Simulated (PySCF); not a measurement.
C2H2N3, SMILES C1=NC=N[N]1, multiplicity 2.

The structure is a stationary point at PBE0-D3(BJ)/def2-SVP. The isomer is the one that the SMILES or the coordinates give; other isomers of the formula were not compared.

Method: PySCF 2.14.0 with TDA-PBE/def2-SVPD.

Vertical excitations. Isolated molecule, no solvent.

Computed lowest excited states:
```
state    energy (eV)  λ (nm)      f                                                   main pairs
-------  -----------  ------  -----  -----------------------------------------------------------
root 1          0.20    6263  0.000                                            β HOMO→LUMO 100 %
root 2          0.35    3536  0.000                                           β HOMO−1→LUMO 99 %
root 3          1.41     881  0.000                                          β HOMO−2→LUMO 100 %
root 4          3.63     342  0.021                                           β HOMO−3→LUMO 93 %
root 5          4.32     287  0.000                                          β HOMO−4→LUMO 100 %
root 6          5.17     240  0.000                         α HOMO→LUMO 51 %, β HOMO→LUMO+1 47 %
root 7          5.56     223  0.000                        α HOMO−1→LUMO 6 %, β HOMO−5→LUMO 91 %
root 8          5.81     213  0.000                       α HOMO→LUMO+1 45 %, β HOMO→LUMO+2 54 %
root 9          5.87     211  0.000  α HOMO−1→LUMO 81 %, β HOMO−1→LUMO+1 11 %, β HOMO−5→LUMO 8 %
root 10         5.93     209  0.000                   α HOMO−1→LUMO+1 44 %, β HOMO−1→LUMO+2 56 %
```
Unrestricted roots are not spin-pure.
